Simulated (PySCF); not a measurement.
Species: C5H5BO.
Atom-mapped SMILES: `[CH:1]#[C:2][C:3]#[C:4][BH:5][O:6][CH3:7]` (hydrogens: H8 on C1; H9 on B5; H10, H11, H12 on C7)

A GFN2-xTB structure with every atom displaced at random (by about 0.01 Å) was refined with PySCF, PBE0-D3(BJ)/def2-SVP geometry optimisation, gas phase. Values at the start:

```tsv
coordinate	start
C1≡C2	1.228 Å
C1–H8	1.047 Å
C2–C3	1.373 Å
C3≡C4	1.162 Å
C4–B5	1.553 Å
B5–O6	1.341 Å
B5–H9	1.160 Å
O6–C7	1.387 Å
C7–H10	1.092 Å
C1–C2–C3	179.1°
C2–C3–C4	179.6°
C3–C4–B5	178.3°
C4–B5–O6	117.4°
B5–O6–C7	123.9°
```

Question: How do these coordinates change at the PBE0-D3(BJ)/def2-SVP level?

Answer: 
| coordinate | PBE0-D3(BJ)/def2-SVP (Å or °) | change |
| --- | --- | --- |
| C3≡C4 | 1.226 | +0.064 |
| B5–H9 | 1.214 | +0.054 |
| C1–H8 | 1.075 | +0.028 |
| C4–B5 | 1.529 | -0.024 |
| O6–C7 | 1.405 | +0.018 |
| C1≡C2 | 1.217 | -0.011 |
| C7–H10 | 1.102 | +0.010 |
| C2–C3 | 1.368 | -0.005 |
| B5–O6 | 1.341 | 0.000 |
| C4–B5–O6 | 119.2 | +1.8 |
| C3–C4–B5 | 177.0 | -1.3 |
| B5–O6–C7 | 122.8 | -1.1 |
| C1–C2–C3 | 179.9 | +0.8 |
| C2–C3–C4 | 179.8 | +0.2 |

The energy falls by 30.1 kJ/mol over 9 energy and gradient evaluations, the largest force component goes from 0.1470 to 2.4e-04 Eh/bohr, and the atoms move by 0.063 Å rms after alignment. The bond that changes most is C3≡C4 (both ends alkyne carbon), which lengthens by 0.064 Å. Bonds longer at the end by more than 0.005 Å: 6 of 11; shorter: 3. Rotational constants go from 29075, 823.2, 804.6 to 31374, 803.8, 787.6 MHz.

The run used 123 basis functions and 65 SCF cycles in all. On Arm Neoverse V1, one thread, shared host with 32 logical CPUs at a one-minute load of 26, this took 45 s and 0.49 GiB of memory at its peak.

PBE0-D3(BJ)/def2-SVP frequencies: not computed here. The numbers are those of one conformer.

Conformer computed: `[CH:1]#[C:2][C:3]#[C:4][BH:5][O:6][CH3:7]`: C4–B5–O6–C7 179°.
